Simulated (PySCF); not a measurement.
Worked example: oscillator strength and radiative lifetime

Te(F)(OMe) (CH₃FOTe), SMILES O(C)[Te]F.

Geometry: B3LYP-D3(BJ)/def2-SVP. The def2 effective core potentials stand for the cores of Te; spin–orbit coupling is left out. One conformer was computed; it need not be the lowest.

TDA-CAM-B3LYP/def2-SVPD (PySCF) puts the first singlet state with f over 0.02 at 6.01 eV (vertical), with the transition dipole (-0.369, -0.670, 0.694) in atomic units.

Find the oscillator strength, the wavelength and the radiative lifetime that this transition would have in vacuum if emission retraced absorption.


|μ|² = 1.0667 au, so |μ| = 2.63 D. ΔE = 6.01/27.211 = 0.2209 hartree. f = (2/3) ΔE |μ|² = 0.157 (the program prints 0.157).
λ = 1239.84/6.01 = 206 nm; ν = 48474 cm⁻¹.
Einstein's coefficient A = 0.6670 ν² f s⁻¹ (ν in cm⁻¹) = 2.5e8 s⁻¹, so τ = 1/A = 4.1 ns. This state is S6; the lower singlets have f = 0.000, 0.004, 0.005, 0.002, 0.018. The figure is the radiative limit of this one transition; relaxation, internal conversion, crossing to triplets and a medium change what is measured.
